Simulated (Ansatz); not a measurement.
Isolated molecules relaxed with PBE0-D4/def2-TZVP in Ansatz; ΔE leaves out vibrations. CCSD(T)/CBS adds triple-zeta CCSD(T) − MP2 to the extrapolated MP2 energy (def2 sets, frozen cores). This one scheme is used for every species. Elements past krypton have def2 core potentials. For I, In outer-core shells are correlated without core-valence functions, which leaves a few kJ/mol of doubt a bond.

Consider the hydrogenolysis of the In–C bond: `[CH3][In]([F])[I]` + H₂ → `[F][InH][I]` + CH₄.

```csv
level,ΔE (kJ/mol)
CCSD/def2-TZVPP,-36.0
CCSD(T)/def2-TZVPP,-31.0
```

Q: What does CCSD(T)/CBS give? (Estimate.)

A: The calculation gave: -28.5 kJ/mol. The listed levels differ from it by -7.5, -2.5 kJ/mol.

Largest T1 diagnostic among the species: 0.014.

The D4 term adds +5.9 kJ/mol with B3LYP and +3.3 kJ/mol with PBE0; it sums over pairs of atoms, weighted by their polarisabilities, and B3LYP, whose exchange is more repulsive, gets the larger term. At CCSD(T), def2-SVP lies −15.4 kJ/mol from the extrapolated value and def2-TZVPP −2.5 kJ/mol. In def2-TZVPP, CCSD(T) changes the Hartree–Fock value by +27.6 kJ/mol (the triples alone add +5.0 kJ/mol) and MP2 by +36.7 kJ/mol.

B3LYP here is the variant with VWN-RPA as its local correlation; programs differ in this.
